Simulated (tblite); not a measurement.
Cyclooctane, C8H16.
Geometry (GFN2-xTB, Å), atoms numbered from 1 in this order:
```xyz
24
C8H16 angstrom
C      1.2933   -0.9993    0.4811
C      0.4555   -1.7561   -0.5471
C     -0.8689   -1.1103   -0.9685
C     -1.6985   -0.5228    0.1808
C     -1.6183    1.0001    0.3116
C     -0.2807    1.5915    0.7627
C      0.8547    1.4589   -0.2607
C      1.8643    0.3444    0.0337
H      0.7128   -0.8622    1.3929
H      2.1404   -1.6404    0.7439
H      1.0581   -1.9260   -1.4431
H      0.2324   -2.7370   -0.1171
H     -1.4542   -1.8876   -1.4673
H     -0.6886   -0.3366   -1.7138
H     -1.4157   -0.9918    1.1242
H     -2.7499   -0.7687    0.0104
H     -2.3778    1.3099    1.0356
H     -1.8898    1.4463   -0.6491
H      0.0184    1.1489    1.7137
H     -0.4551    2.6539    0.9519
H      1.4185    2.3953   -0.2886
H      0.4296    1.3273   -1.2550
H      2.4802    0.1918   -0.8564
H      2.5277    0.6905    0.8319
```

Method: GFN2-xTB as coded in tblite; computed harmonic values from a numerical Hessian at the method's own geometry, unscaled. Errors from tens to a few hundred cm⁻¹ against measured bands are possible. One conformer, not necessarily the lowest.

Task: How many normal modes are there?

Result: 24 atoms, non-linear: 3N − 6 = 66.

Task: What is the point group of the computed structure, and how do the modes divide by symmetry?

Result: Cs. The vibrations span 36 a′ + 30 a″.

Task: How many distinct wavenumbers does the calculation give?

Result: 66: Cs has no degenerate species.

Task: How many fundamentals are allowed in the infrared by symmetry?

Result: 66 of 66: in Cs every mode is allowed. All fundamentals are allowed in the Raman spectrum.

Task: Which of the modes above 1550 cm⁻¹ are stretches that can be named?

Result: sp3 C–H 2945, 2946, 2948, 2950, 2953, 2954, 2963, 2965, 2971, 2973, 2975, 2991, 2994, 3004, 3007, 3017 cm⁻¹.

Task: How are the modes spread over the spectrum?

Result: 1 under 200 cm⁻¹; 9 from 200 to 600 cm⁻¹; 8 from 600 to 1000 cm⁻¹; 32 from 1000 to 1550 cm⁻¹; 16 above 2600 cm⁻¹.

Task: What thermal excitation has the softest real mode at 298.15 K?

Result: θ = hcν̃/k = 167 K for 116.1 cm⁻¹, so N1/N0 = 0.57 and ⟨v⟩ = 1/(exp(θ/T) − 1) = 1.3.

Task: Give the mode at 2954.3 cm⁻¹ as a wavelength, a frequency, a period and a quantum of energy.

Result: 3.385 μm, 88.57 THz, 11.3 fs, 366.3 meV or 35.34 kJ/mol.
